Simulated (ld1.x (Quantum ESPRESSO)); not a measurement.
**How hard is this Cd (Z = 48) TM potential?**

| Item | Value |
| --- | --- |
| Element | Cd (Z = 48) |
| Generator | ld1.x (Quantum ESPRESSO) 7.5 |
| Type | norm-conserving Troullier–Martins (Kleinman–Bylander form) |
| Functional | PW91 |
| Relativity | scalar-relativistic |
| Frozen core | [Kr] |
| Valence charge | 12 |
| Reference configuration | 4d10 5s1.5 5p0 (charge +0.5) |
| Partial waves | 5s (bound): rc 2.35 bohr; 5p (bound, empty): rc 2.65 bohr; 4d (bound): rc 1.90 bohr |
| Local potential | all-electron potential smoothed inside 1.50 bohr (lloc = -1) |
| Core correction | Bessel-smoothed model core, default radius (core density twice the valence density) |

The pseudo-atom Hamiltonian at the reference potential is diagonalised in spherical Bessel functions j_l(qr) that vanish at 20 bohr, with q² up to the cutoff. All-electron valence levels (Ry): 5s -0.6840, 5p -0.3063, 4d -1.1774.

How do the lowest levels (Ry) of each channel move with the cutoff, and are there ghosts?

```
cutoff (Ry)     s #1     s #2     p #1     p #2     d #1    f #1  Σ f·Δε (mRy)
          8  -1.2622  -0.6760  -0.3053  -0.0389  -0.1066  0.0392       10719.7
         12  -3.4649  -0.6785  -0.3063  -0.0390  -0.2083  0.0392        9699.0
         18  -5.3999  -0.6827  -0.3063  -0.0391  -0.4940  0.0392        6835.4
         21  -5.8356  -0.6835  -0.3063  -0.0393  -0.6374  0.0392        5400.9
         30  -6.3625  -0.6838  -0.3064  -0.2599  -0.9536  0.0392        2237.7
         40  -6.5159  -0.6839  -0.4173  -0.3063  -1.1371  0.0392         403.0
         50  -6.5420  -0.6840  -0.4644  -0.3063  -1.1727  0.0392          47.1
         60  -6.5478  -0.6840  -0.4748  -0.3063  -1.1769  0.0392           4.7
         70  -6.5495  -0.6840  -0.4775  -0.3063  -1.1772  0.0392           1.6
         90  -6.5499  -0.6840  -0.4782  -0.3063  -1.1773  0.0392           1.0
        110  -6.5499  -0.6840  -0.4782  -0.3063  -1.1773  0.0392           0.3
        400  -6.5499  -0.6840  -0.4782  -0.3063  -1.1774  0.0392           0.0
```

Result: ghost states, extra bound levels that the all-electron valence spectrum of the same l lacks: s at -89.1 eV, p at -6.5 eV (a true bound ghost makes a file unfit for plane-wave use); 10 mRy is reached at 60 Ry and 1 mRy at 90 Ry.

1 of 7 tests not solved or not reliable.
